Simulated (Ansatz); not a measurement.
# triplet Si: levels of theory in one basis

A single Si atom.

Basis set: 6-31G* (spherical functions). Left uncorrelated: 5 orbitals. Correlation on ROHF uses semicanonical orbitals with singles. Charge 0, multiplicity 3.

Computed with Ansatz (development build ahead of 0.2.0); each method stands on the lowest determinant of its kind that the runs found.

```
  method  E − E(ROHF) (eV)  <S²> of the determinant
    ROHF              0.00                     2.00
     UHF             -0.07                     2.01
ROHF-MP2             -1.15                        –
 UHF-MP2             -1.15                     2.01
```

Problem. Is a single determinant a sound starting point here?

Solution. By this sign, yes. Unrestricted orbitals gain 0.07 eV and <S²> is 2.01 against 2.00 for a pure state.
